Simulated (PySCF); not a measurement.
A structure optimised at PBE-D3(BJ)/def2-SVP, used in a PySCF frequency run:

```
O
C 1 1.4229
H 2 1.1078 1 108.25
H 2 1.1117 3 108.48 1 -121.13
H 2 1.1117 3 108.48 4 -117.74
Si 1 1.6447 2 125.61 3 180.00
F 6 1.6271 1 110.77 2 58.19
F 6 1.6271 7 105.23 1 119.77
H 6 1.4791 7 110.82 8 119.84
```
Charge 0, spin multiplicity 1.

Q: Write its SMILES, formula and point group.

A: CO[SiH](F)F, CH₄F₂OSi, Cs

Q: What are its rotational constants (standard atomic weights)?

A: 5.5412, 3.1248, 2.5163 GHz
